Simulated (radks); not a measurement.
Question: The mean radii <r> (bohr) of the occupied orbitals of an atom or ion are listed with their occupations. Method: Dirac Kohn-Sham, revPBE, spin-unpolarised, spherical densities, finite nucleus; Fermi nuclear charge, rms radius of each element as measured or else 0.836 A^(1/3) + 0.57 fm; computed with a radial shooting solver on a logarithmic mesh with Libxc functionals.

orbital  occ.      <r>
1s1/2       2  0.04029
2s1/2       2   0.1775
2p1/2       2   0.1522
2p3/2       4   0.1563
3s1/2       2   0.5098
3p1/2       2   0.5108
3p3/2       4   0.5211
3d3/2       4   0.5204
3d5/2       6   0.5241
4s1/2       2    1.362
4p1/2       2    1.502
4p3/2       1    1.526

Name the element and its charge. Open shells, if any, fill j = l - 1/2 first.

Answer: Z = 37, rubidium, charge +4: Rb4+ in [Ar] 3d10 4s2 4p3. The 1s radius gives Z: for a bare nucleus <r> = (2 gamma + 1)/(2Z) with gamma = sqrt(1 - (Z/c)^2), 0.03954 bohr for Z = 37, and screening makes it slightly larger (0.04029 here). The occupations add up to 33, and the charge is Z minus that.
